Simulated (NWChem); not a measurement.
Species: tert-butylarsine (C4H11As); SMILES CC([AsH2])(C)C

```xyz
16

C      1.4138    -1.3804     0.0000
C     -0.0076    -0.8273     0.0000
C     -0.7551    -1.2823     1.2533
C     -0.7551    -1.2823    -1.2533
As    -0.0322     1.1823     0.0000
H      1.3927    -2.4855     0.0000
H      1.9764    -1.0581    -0.8898
H      1.9764    -1.0581     0.8898
H     -1.7865    -0.8959     1.2785
H     -0.8119    -2.3845     1.2831
H     -0.2472    -0.9534     2.1741
H     -1.7865    -0.8959    -1.2785
H     -0.2472    -0.9534    -2.1741
H     -0.8119    -2.3845    -1.2831
H      1.0157     1.3427    -1.0997
H      1.0157     1.3427     1.0997
```
Atoms are numbered in this order, from 1.

All runs: NWChem. Medium grid unless said otherwise, to which SCAN and Minnesota functionals are sensitive. Structure relaxed at the PBE0/def2-SVP level. No frequency run checked for a minimum. Hybrids' shares of exact exchange are those that their runs print; pure functionals count as 0. The functionals differ in more than this share.

| row | share of exact exchange | orbital gap (eV) |
|---|---|---|
| PBE/def2-SVP | 0.00 | 5.56 |
| TPSS/def2-SVP | 0.00 | 5.85 |
| B3LYP/def2-SVP | 0.20 | 7.08 |
| PW6B95/def2-SVP | 0.28 | 7.63 |
| MN15/def2-SVP | 0.44 | withheld |
| BHandHLYP/def2-SVP | 0.50 | 9.37 |

Task: Fit a straight line of the last column on the one before it, predict the withheld value, and compare with the run.

Result: 
1. Means of the 5 shown rows: x = 0.196, y = 7.098. Slope Σ(x − x̄)(y − ȳ)/Σ(x − x̄)² = 1.281/0.1763 = 7.267; intercept 5.674.
2. The shown rows scatter about the line by 0.106 (root mean square); the largest residual is +0.18, at TPSS/def2-SVP.
3. At x = 0.44 (MN15/def2-SVP; inside the shown range) the line gives 8.87.
4. The run gives 8.57, -0.30 from the line, 2.8 times the scatter.
